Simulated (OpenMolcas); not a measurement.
Al+: effect of the active space

* Program: OpenMolcas 26.06
* Method: MS-CASPT2 or its RAS form, IPEA 0.25 Eh, imaginary shift 0.1 Eh
* Basis: ANO-R2
* Scalar Hamiltonian: X2C, finite nucleus
* Spin-orbit coupling: state interaction with AMFI integrals over the reference wave functions, term energies averaged over their components

A. 2 electrons in 4 orbitals (3s 3p); 2S+1 = 3 even, 3 roots; 2S+1 = 1 even, 7 roots; 2S+1 = 3 odd, 3 roots; 2S+1 = 1 odd, 3 roots; closed shells correlated: 2s 2p; CASPT2 step about 2.3 core-seconds
B. 2 electrons in 8 orbitals (3s 3p 4s 4p); 2S+1 = 3 even, 3 roots; 2S+1 = 1 even, 7 roots; 2S+1 = 3 odd, 3 roots; 2S+1 = 1 odd, 3 roots; closed shells correlated: 2s 2p; CASPT2 step roughly 4 core-seconds
C. 2 electrons in 9 orbitals (RAS2 3s 3p; RAS3 3d, at most 2 electrons); 2S+1 = 3 even, 3 roots; 2S+1 = 1 even, 7 roots; 2S+1 = 3 odd, 3 roots; 2S+1 = 1 odd, 3 roots; closed shells correlated: 2s 2p; CASPT2 step about 6 core-seconds

Energies in cm-1 above 3s2 1S0, the measured ground level; measured values from NIST Handbook of Basic Atomic Spectroscopic Data.

```json
{"Level": "3s2 1S0", "A": "0.0", "B": "0.0", "C": "0.0", "Measured": "0.0"}
{"Level": "3s 3p 3P* 0", "A": "37040", "B": "37080", "C": "36910", "Measured": "37393"}
{"Level": "3s 3p 3P* 1", "A": "37100", "B": "37130", "C": "36960", "Measured": "37454"}
{"Level": "3s 3p 3P* 2", "A": "37200", "B": "37240", "C": "37070", "Measured": "37578"}
{"Level": "3s 3p 1P* 1", "A": "61730", "B": "61230", "C": "59750", "Measured": "59852"}
```

Deviations, from unrounded energies. A percentage is the sum of absolute deviations over the sum of measured energies, with the sign that they share, or ± where signs differ.

| Against measurement | Levels | A | B | C |
| --- | --- | --- | --- | --- |
| mean absolute deviation (cm-1) | 4 | 740 | 590 | 400 |
| other configurations (%) | 4 | ±1.7 | ±1.4 | -0.9 |

C lies closest to measurement on these levels and A furthest from it. The largest miss of C in the table is 3s 3p 3P* 2, by -510 cm-1. The ranking rests on the paired levels alone, and a cruder setting can come out closer through cancelling errors.

Among A to C the level of the table that moves most is 3s 3p 1P* 1, by 2000 cm-1 (lowest in C, highest in A). Moves below CASPT2's spread within the term are not significant.

Over all roots computed the reference weight is 0.92 to 0.98 in A, 0.90 to 0.99 in B; the roots of lowest weight are the least certain, and an intruder state may touch them. The run also gave levels led by 3s 4s, which use shells meant for correlation; these and all levels above them are left out (holds for B). Active for correlation alone: 3d; no level in the range computed is led by a configuration that fills it, so any true level of that kind is missing (holds for C). Measured partners are found by configuration, term and J. A level has none where our copy of the source lacks it or the pairing is in doubt (some pairs that miss far off the trend of their configuration count as doubtful), and it then counts in no deviation. Levels of configurations outside the active space are missing. Levels that lie high or do not pair safely by name in every column are left out.

* marks odd parity.
